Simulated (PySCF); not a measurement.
Species: C₇H₁₅OP.
SMILES with atom numbers: `[CH3:1][P:2]1(=[O:3])[CH2:4][CH2:5][CH2:6][CH2:7][CH2:8][CH2:9]1`

Definitions: NICS(0) = −σiso at the ring centroid; NICS(1) = −σiso and NICS(1)zz = −σzz at ±1 Å along the ring normal z. Level: GIAO PBE0/pcSseg-1 (PySCF, non-relativistic, gas phase) on the GFN2-xTB geometry, one conformer.

Ring bond lengths (Å), with Mayer bond orders in brackets: P2–C4 1.844 (0.91), C4–C5 1.522 (1.03), C5–C6 1.530 (1.04), C6–C7 1.534 (1.00), C7–C8 1.529 (1.06), C8–C9 1.526 (1.01), C9–P2 1.844 (0.89).

**Question.** What do the NICS probes read (ppm)?

**Answer.** 
| ring | type | NICS(0) | NICS(1), two faces | NICS(1)zz, two faces | rms pucker (Å) | centre to ring atoms, mean (Å) |
| --- | --- | --- | --- | --- | --- | --- |
| P2–C4–C5–C6–C7–C8–C9 | 7-membered ring with P; formal bonds all single | -2.5 | -2.6 / -2.7 | 2.9 / 2.8 | 0.38 | 1.72 |

**Question.** What can be read from them?

**Answer.** 
- P2–C4–C5–C6–C7–C8–C9: mean NICS(1)zz 2.8 ppm, near zero. P2, C4, C5, C6, C7, C8, C9 have four or more neighbours, so the value isn't read as a sign of a π ring current.

**Question.** At the first NICS(1) probe listed for ring P2–C4–C5–C6–C7–C8–C9, 1 Å off the ring, how large is the induced field along the normal in 9.4 T applied along it?

**Answer.** NICSzz × B0 = 2.9 ppm × 9.4 T = 27 μT, along the applied field.

**Question.** Give the inner angles of the rings and the Hirshfeld charges of the ring atoms.

**Answer.** 
- P2–C4–C5–C6–C7–C8–C9: P2 104.9° (+0.439 e), C4 113.7° (-0.114 e), C5 113.5° (-0.066 e), C6 112.7° (-0.069 e), C7 115.4° (-0.073 e), C8 113.7° (-0.066 e), C9 113.2° (-0.114 e); sum 787.2° against 900° for a flat convex ring.
